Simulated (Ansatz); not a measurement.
`C[Si](C)(F)P` + HCl → `C[Si](C)(F)Cl` + PH₃ at 700 K and 1 bar (cleavage of the Si–P bond).

Isolated molecules relaxed with PBE0-D4/def2-TZVP in Ansatz; ΔE leaves out vibrations. CCSD(T)/CBS adds triple-zeta CCSD(T) − MP2 to the extrapolated MP2 energy (def2 sets, frozen cores). This one scheme is used for every species. One conformer a species, not always the lowest.

```tsv
species	CCSD(T)/CBS energy (Eh)	H − E (kJ/mol)	S (J/(mol·K))
`C[Si](C)(F)P`	-810.83224	344.3	520.8
HCl	-460.38127	38.4	211.8
`C[Si](C)(F)Cl`	-928.52649	288.6	477.8
PH₃	-342.72256	91.5	248.3
```

H − E and S are ideal-gas, rigid-rotor, harmonic terms from PBE0-D4/def2-TZVP, for one conformer and one mirror image of each species. 1 Eh = 2625.50 kJ/mol, R = 8.31446 J/(mol·K).

Question: By hand: ΔE, ΔH, ΔS and ΔG.

Answer: ΔE = (-928.52649) + (-342.72256) − (-810.83224) − (-460.38127) = -0.03554 Eh = -93.3 kJ/mol. Δ(H − E) = 288.6 + 91.5 − 344.3 − 38.4 = -2.6, so ΔH = -95.9 kJ/mol. ΔS = 477.8 + 248.3 − 520.8 − 211.8 = -6.5 J/(mol·K). ΔG = -95.9 − 700 × (-6.5)/1000 = -91.4 kJ/mol.

Question: By hand: the equilibrium constant, and the temperature at which ΔG would vanish if ΔH and ΔS stayed fixed.

Answer: log₁₀ K = −ΔG/(RT ln 10) = 6.8. ΔG = 0 at ΔH/ΔS = 14754 K, far beyond where these terms or the molecules hold.

The number of gas molecules stays the same, so ΔS is small and ΔH decides. A doubt of 5 kJ/mol in ΔE shifts log₁₀ K by 0.4 here. Other conformers and mirror images would add mixing entropy, several J/(mol·K) or more a flexible species. These are equilibria of isolated gas molecules and say nothing of rates. Largest T1 diagnostic: 0.013 (customary marks: 0.02 for closed shells, 0.045 for open ones).
